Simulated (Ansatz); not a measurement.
```xyz
8

C     0.783    0.571    0.892
O     0.543    0.575   -0.494
In   -0.819   -0.525   -1.380
Cl   -1.958   -1.817    0.192
H     0.131   -0.113    1.447
H     1.822    0.279    1.086
H     0.635    1.580    1.295
H    -1.138   -0.550   -3.037
```

The species carries charge 0 and has multiplicity 1. In: def2 effective core potential.

(1) List the CAM-B3LYP/def2-TZVPP orbital energies in eV (Ansatz). (An estimate is asked.)

## Answers

(1) The calculation gave: Occupied: -2763.85, -522.10, -279.71, -258.60, -197.63, -197.53, -197.51, -130.06, -86.80, -86.56, -86.47, -29.02, -24.57, -23.68, -23.64, -23.61, -23.57, -22.74, -19.91, -14.82, -13.76, -13.61, -12.64, -10.98, -10.41, -10.15, -9.52, -9.23. Lowest empty: -0.72, -0.40, 0.92, 1.84, 2.54, 2.70, 3.60, 4.32.
